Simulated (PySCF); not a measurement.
H3O4S, SMILES O=S(O)(O)=[OH+], charge +1. Geometry optimised at PBE0-D3(BJ)/def2-SVP. The isomer is the one that the SMILES or the coordinates give; other isomers of the formula were not compared. One conformer was computed; it need not be the lowest.

Computed equilibrium geometry at PBE0-D3(BJ)/def2-SVP (PySCF confirms it by a frequency run) as bond lengths and angles, and its point group (one conformer of several):
point group C3.
Atoms: O1 S2 O3 O4 O5 H6 H7 H8. Bonded distances (Å): O1–S2 1.422, S2–O3 1.547, S2–O4 1.547, S2–O5 1.547, O3–H6 0.981, O4–H7 0.981, O5–H8 0.981. Bond angles (°): O1–S2–O3 116.6, O1–S2–O4 116.6, O1–S2–O5 116.6, O3–S2–O4 101.5, O3–S2–O5 101.5, O4–S2–O5 101.5, S2–O3–H6 114.0, S2–O4–H7 114.0, S2–O5–H8 114.0.
Charge +1, spin multiplicity 1.
